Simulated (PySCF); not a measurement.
SMILES [GeH4] (H4Ge), PBE0/def2-SVP optimised geometry.

```
5

Ge    -0.51    -0.36     0.00
H      1.02    -0.36     0.00
H     -1.02    -1.09    -1.26
H     -1.02    -1.09     1.26
H     -1.02     1.09     0.00
```

Density from PBE0/def2-TZVP (PySCF) at that geometry.

Minimum of the electron density along straight lines between bonded atoms, close to the bond critical point (lines longer than 1.1 times the sum of covalent radii, or with two minima, are not listed):

```json
[
 {"bond": "Ge1–H2", "length / Å": "1.537", "ρ at the minimum / e bohr⁻³": "0.133", "∇²ρ there / e bohr⁻⁵": "0.06", "position (fraction from the first atom)": "0.59"},
 {"bond": "Ge1–H3", "length / Å": "1.537", "ρ at the minimum / e bohr⁻³": "0.133", "∇²ρ there / e bohr⁻⁵": "0.06", "position (fraction from the first atom)": "0.59"},
 {"bond": "Ge1–H4", "length / Å": "1.537", "ρ at the minimum / e bohr⁻³": "0.133", "∇²ρ there / e bohr⁻⁵": "0.06", "position (fraction from the first atom)": "0.59"},
 {"bond": "Ge1–H5", "length / Å": "1.537", "ρ at the minimum / e bohr⁻³": "0.133", "∇²ρ there / e bohr⁻⁵": "0.06", "position (fraction from the first atom)": "0.59"}
]
```
